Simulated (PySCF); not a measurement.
## C: excitation energy

C [He] 2s2 2p2 (3P) → C [He] 2s1 2p2 3s1 (5P), as a difference of total energies. Calculation: PySCF 2.14, in aug-cc-pVQZ with one added diffuse shell each of s, p, d, f, g type (7s6p5d4f3g, 105 functions); no relativity, point nucleus. Correlated levels: valence: 1s2 frozen. The calculations carry no spin-orbit coupling.

```json
{"method": "UHF", "excitation energy (eV)": "10.818"}
{"method": "LDA", "excitation energy (eV)": "12.643"}
{"method": "PBE", "excitation energy (eV)": "12.518"}
{"method": "PBE0", "excitation energy (eV)": "12.453"}
{"method": "r2SCANh", "excitation energy (eV)": "12.287"}
{"method": "CAM-B3LYP", "excitation energy (eV)": "13.095"}
{"method": "B2PLYP", "excitation energy (eV)": "12.905"}
{"method": "MP2 (valence)", "excitation energy (eV)": "12.357"}
{"method": "SCS-MP2 (valence)", "excitation energy (eV)": "12.723"}
```

Problem. Estimate what PW91 gives.

Solution. 12.567 eV, closest to PBE among the rows shown.

Problem. Estimate what r2SCAN gives.

Solution. 12.273 eV, closest to r2SCANh among the rows shown.

The upper state lies above the first ionisation limit, but in LS coupling its spin forbids autoionisation to the ground ion. A Rydberg-like electron needs more diffuse functions than a valence basis has.

The promoted electron is Rydberg-like, and one or two diffuse shells describe it only roughly, which tends to raise the upper state.
